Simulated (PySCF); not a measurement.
This PySCF input asks for the NMR shieldings of SMILES O1[C@H](CC=C)CCOB1, C6H11BO2; the geometry comes from PBE0-D3(BJ)/def2-SVP.

```python
import basis_set_exchange as bse
import numpy as np
from pyscf import gto, dft
from pyscf.prop import nmr

atoms = """
C     3.309118    0.174883    0.185333
C     2.175233    0.226345   -0.515167
C     0.988143    1.063089   -0.157075
C    -0.191508    0.255264    0.374510
C    -0.746975   -0.763256   -0.608033
C    -2.007065   -1.392939   -0.047308
O    -2.940459   -0.416586    0.361320
B    -2.516255    0.819644    0.729028
O    -1.204930    1.176721    0.747759
H     4.142004   -0.464395   -0.119039
H     3.448840    0.779008    1.088027
H     2.087760   -0.393040   -1.416842
H     0.634698    1.628331   -1.037239
H     1.255834    1.803046    0.612725
H     0.139439   -0.275727    1.287331
H    -0.975168   -0.256391   -1.562365
H     0.000340   -1.543191   -0.819159
H    -2.495827   -2.032468   -0.798785
H    -1.761278   -2.036774    0.816317
H    -3.340425    1.638037    1.051432
"""
names = dict.fromkeys(["C", "O", "B", "H"], "pcSseg-1")
basis = {el: gto.basis.parse(bse.get_basis(n, elements=[el], fmt="nwchem")) for el, n in names.items()}
mol = gto.M(atom=atoms, basis=basis, charge=0, verbose=0)
mf = dft.RKS(mol, xc="PBE0")
mf.grids.level = 2
mf.grids.alignment = dft.numint.BLKSIZE   # the property module wants whole blocks of grid points
mf.conv_tol = 1e-9
mf.kernel()

calc = nmr.RKS(mf)   # GIAO
C = mf.mo_coeff
Co = C[:, mf.mo_occ > 0]
resp = mf.gen_response(singlet=True, hermi=2)
def vind(x):   # induced exchange potential for any number of trial vectors
    d = np.einsum("pi,xij,qj->xpq", C, 2 * x.reshape(-1, C.shape[1], Co.shape[1]), Co, optimize=True)
    return np.einsum("xpq,pi,qj->xij", resp(d - d.transpose(0, 2, 1)), C, Co, optimize=True).ravel()
mo1, _ = nmr.rhf.solve_mo1(calc, with_cphf=vind)
sigma = calc.kernel(mo1)
for i, s in enumerate(sigma):   # ppm
    w = np.linalg.eigvalsh((s + s.T) / 2)
    print("%2d %-2s iso %8.1f  s11 %8.1f  s22 %8.1f  s33 %8.1f" % (i, mol.atom_pure_symbol(i), w.mean(), *w))
```

Q: Give the expected output.

A: 
```
 0 C  iso     57.0  s11    -58.6  s22     76.7  s33    152.9
 1 C  iso     41.8  s11    -84.6  s22     49.6  s33    160.6
 2 C  iso    138.9  s11    117.9  s22    141.0  s33    157.6
 3 C  iso    111.1  s11     91.4  s22    105.9  s33    136.1
 4 C  iso    150.5  s11    138.3  s22    155.4  s33    158.0
 5 C  iso    121.7  s11    104.0  s22    106.1  s33    155.0
 6 O  iso    204.1  s11     74.6  s22    196.6  s33    340.9
 7 B  iso     77.1  s11     61.8  s22     74.7  s33     94.7
 8 O  iso    176.1  s11     52.7  s22    177.0  s33    298.6
 9 H  iso     25.8  s11     22.8  s22     24.8  s33     29.9
10 H  iso     25.7  s11     22.1  s22     25.0  s33     30.0
11 H  iso     25.3  s11     22.5  s22     24.0  s33     29.4
12 H  iso     29.3  s11     26.5  s22     28.5  s33     32.8
13 H  iso     28.7  s11     25.0  s22     28.3  s33     32.9
14 H  iso     27.7  s11     24.9  s22     27.2  s33     31.0
15 H  iso     29.9  s11     25.9  s22     29.5  s33     34.3
16 H  iso     29.6  s11     24.9  s22     29.3  s33     34.6
17 H  iso     27.3  s11     22.5  s22     26.7  s33     32.5
18 H  iso     27.3  s11     23.0  s22     26.4  s33     32.6
19 H  iso     27.2  s11     23.7  s22     26.3  s33     31.5
```

These numbers come from an equivalent density-fitted implementation of the same equations, which agrees with the script to about 0.01 ppm for H and up to a few tenths of a ppm for heavy atoms, so last digits may differ.

Q: Turn these shieldings into chemical shifts. Chemical shifts δ = σref − σ; $^{13}$C (σref 184.41) and $^{1}$H (σref 31.27) vs TMS; $^{17}$O (σref 334.56) vs H2O; BF3·OEt2 for $^{11}$B (σref 100.73), all at this level.

A: Averaging equivalent atoms: C 1: 142.6; C 0: 127.4; C 3: 73.3; C 5: 62.7; C 2: 45.6; C 4: 33.9; O 8: 158.4; O 6: 130.5; B 7: 23.6; H 11: 5.96; H 10: 5.55; H 9: 5.46; H 19: 4.11; H 17: 4.01; H 18: 3.93; H 14: 3.55; H 13: 2.55; H 12: 1.99; H 16: 1.68; H 15: 1.38 ppm. Experimental scales use liquid or dissolved standards, which lie at an offset from isolated H2O (liquid H2O: subtract about 36 ppm).

Size and cost of the density-fitted run: 208 basis functions, 69 s wall time on 1 thread of an Arm Neoverse N1, shared host; peak memory 0.97 GiB.
